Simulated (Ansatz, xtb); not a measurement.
Relative energy of two isomers of C3H11PSSi

Structure X is `CCSC[SiH2]P`, a singlet and structure Y is `CC[Si@H](P)SC`, a singlet. Both are isolated molecules in the gas phase, relaxed with PBE0-D3(BJ)/def2-SVP; each stands in its lowest conformer found.

**Question.** Which of the two would you expect CCSD(T)/def2-SVP + ΔMP2/def2-TZVPP electronic energies to favour?

**Answer.** Structure Y; the calculation gives E(Y) − E(X) = −1.016 eV.

Level by level:

| level | geometry | E(Y) − E(X) (eV) | departure from the last row (eV) | job, with rough time for the two |
| --- | --- | --- | --- | --- |
| PBE0-D3(BJ)/def2-SVP | PBE0-D3(BJ)/def2-SVP | −1.053 | −0.037 | optimisation, 2 min |
| HF/def2-SVP | PBE0-D3(BJ)/def2-SVP | −1.017 | 0.000 | part of the CCSD(T) run |
| MP2/def2-SVP | PBE0-D3(BJ)/def2-SVP | −1.008 | +0.008 | part of the CCSD(T) run |
| CCSD(T)/def2-SVP | PBE0-D3(BJ)/def2-SVP | −0.972 | +0.044 | single point |
| CCSD(T)/def2-SVP + ΔMP2/def2-TZVPP | PBE0-D3(BJ)/def2-SVP | −1.016 |  | single point, 80 s |

As drawn, Y has 1 S–Si, 1 C–H in place of 1 C–S, 1 Si–H.

None of the levels shown reverses the order. The largest departure from CCSD(T)/def2-SVP + ΔMP2/def2-TZVPP is that of CCSD(T)/def2-SVP, 0.044 eV. Levels run at GFN2-xTB geometries aren't shown. The last row adds to CCSD(T) the change of the MP2 difference between the two basis sets, here −0.044 eV.

With thermal terms from frequencies at re-optimised GFN2-xTB minima (ideal gas, soft modes damped towards free rotors, one conformer each, 298.15 K, 1 atm): the zero-point term adds +0.081 eV; ΔH is −0.925 and ΔG −0.944 eV.

The correlated steps freeze 18 core orbitals. Mirror images aren't counted in ΔG. Run with Ansatz 0.2.0, xtb 6.7.1; the last row on 4 threads of Arm Neoverse V1 on a shared host.
